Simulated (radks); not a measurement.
Spherical jellium clusters: N electrons in a uniform positive sphere of charge N and radius rs N^(1/3), rs = 5.03 bohr. Calculated with a radial shooting solver with Libxc functionals: non-relativistic Kohn-Sham, LDA (Slater exchange, Perdew-Wang correlation), spin-polarised, spherical densities. Levels are named by radial order and angular momentum (1s, 1p, 1d, 2s, ...), and open shells are averaged over m.

N = 22, configuration 1s2 1p6 1d10 2s2 1f(up 2, down 0). This is the lowest configuration that the search found. Occupied and some empty levels:

| level | occupation | eigenvalue (eV) | <r> (bohr) |
|---|---|---|---|
| 1s up | 1 | -3.9053 | 9.161 |
| 1s down | 1 | -3.8400 | 8.975 |
| 1p up | 3 | -3.4890 | 10.40 |
| 1p down | 3 | -3.4048 | 10.32 |
| 1d up | 5 | -2.9145 | 11.29 |
| 1d down | 5 | -2.8209 | 11.26 |
| 2s up | 1 | -2.4587 | 8.719 |
| 2s down | 1 | -2.4194 | 8.816 |
| 1f up | 2 | -2.2130 | 12.06 |
| 1f down | 0 | -2.1163 | 12.08 |
| 2p up | 0 | -1.6320 | 10.65 |
| 2p down | 0 | -1.5884 | 10.69 |
| 1g up | 0 | -1.4116 | 12.83 |
| 1g down | 0 | -1.3170 | 12.89 |
| 2d up | 0 | -0.84791 | 12.93 |
| 2d down | 0 | -0.80244 | 13.02 |

Energy (eV): total -40.3827, kinetic 25.328, external -1114.4, Hartree 554.50, exchange-correlation -66.427, background 560.67.

Electron density:

| r (bohr) | n(r) (e/bohr^3) |
|---|---|
| 0.444 | 0.002695 |
| 1.56 | 0.002547 |
| 2.68 | 0.002282 |
| 3.79 | 0.001993 |
| 4.91 | 0.001785 |
| 6.03 | 0.001733 |
| 7.14 | 0.001847 |
| 8.26 | 0.002052 |
| 9.37 | 0.002207 |
| 10.5 | 0.002155 |
| 11.6 | 0.001818 |
| 12.7 | 0.001283 |
| 13.8 | 0.0007400 |
| 14.9 | 0.0003607 |
| 16.1 | 0.0001547 |
| 17.2 | 0.00006113 |
| 18.3 | 0.00002310 |
| 19.4 | 8.329e-06 |
| 20.5 | 2.960e-06 |
| 21.6 | 1.027e-06 |
